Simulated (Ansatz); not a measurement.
`[Cl][SnH2][Cl]` → `[Cl][Sn][Cl]` + H₂ at 700 K and 1 bar (stannylene formation by 1,1-elimination).

Gas-phase electronic energies from Ansatz, PBE0-D4/def2-TZVP geometries. CCSD(T)/CBS is the MP2 limit (def2-TZVPP, def2-QZVPP) plus CCSD(T) − MP2 in def2-TZVPP, frozen cores. This one scheme is used for every species. Elements past krypton have def2 core potentials. For Sn outer-core shells are correlated without core-valence functions, which leaves a few kJ/mol of doubt a bond.

```
         species  CCSD(T)/CBS energy (Eh)  H − E (kJ/mol)  S (J/(mol·K))
`[Cl][SnH2][Cl]`              -1134.85982            91.9          385.4
  `[Cl][Sn][Cl]`              -1133.69328            41.3          353.9
              H₂                 -1.17544            46.8          155.3
```

H − E and S are ideal-gas, rigid-rotor, harmonic terms from PBE0-D4/def2-TZVP. The MP2-based limit puts H₂ 0.8 mEh under its directly extrapolated value; such offsets cancel only in part. 1 Eh = 2625.50 kJ/mol, R = 8.31446 J/(mol·K).

By hand: ΔE, ΔH, ΔS and ΔG.

ΔE = (-1133.69328) + (-1.17544) − (-1134.85982) = -0.00890 Eh = -23.4 kJ/mol. Δ(H − E) = 41.3 + 46.8 − 91.9 = -3.8, so ΔH = -27.2 kJ/mol. ΔS = 353.9 + 155.3 − 385.4 = 123.8 J/(mol·K). ΔG = -27.2 − 700 × (123.8)/1000 = -113.9 kJ/mol.

By hand: the equilibrium constant, and the temperature at which ΔG would vanish if ΔH and ΔS stayed fixed.

log₁₀ K = −ΔG/(RT ln 10) = 8.5. ΔH and −TΔS have one sign here, so there is no such temperature.

The number of gas molecules changes by +1, which sets the sign of ΔS. A doubt of 5 kJ/mol in ΔE shifts log₁₀ K by 0.4 here. These are equilibria of isolated gas molecules and say nothing of rates. Largest T1 diagnostic: 0.014 (customary marks: 0.02 for closed shells, 0.045 for open ones).
